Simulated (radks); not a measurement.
Rh44+, 1 electrons, occupied as 1s1. Method: non-relativistic Kohn-Sham, LB94 model potential, spin-polarised, spherical densities, point nucleus; open shells are filled with parallel spins first (spin-orbit coupling, left out, can overturn this in heavy ions); relativity is left out, which matters for an element this heavy; computed with a radial shooting solver on a logarithmic mesh with Libxc functionals.

Normalised radial functions P(r) = r R(r), r in bohr:

```
   r/bohr * 1s up (the largest magnitude, 4.93, reaches the edge; | marks zero)
 0.001198 |       *
 0.001395 |        *
 0.001624 |         *
  0.00189 |           *
   0.0022 |            *
 0.002562 |              *
 0.002982 |                 *
 0.003472 |                   *
 0.004042 |                      *
 0.004705 |                         *
 0.005477 |                            *
 0.006377 |                               *
 0.007423 |                                   *
 0.008573 |                                      *
 0.009981 |                                          *
  0.01162 |                                             *
  0.01353 |                                                 *
  0.01575 |                                                   *
  0.01833 |                                                     *
  0.02134 |                                                      *
  0.02484 |                                                      *
  0.02892 |                                                    *
  0.03367 |                                                 *
   0.0392 |                                            *
  0.04563 |                                      *
   0.0527 |                                *
  0.06135 |                         *
  0.07142 |                  *
  0.08315 |            *
   0.0968 |       *
   0.1127 |    *
   0.1312 | *
```

1s up: eigenvalue -27445 eV, 0 radial nodes, <r> = 0.0334 bohr, 90 % of the charge inside 0.0592 bohr.
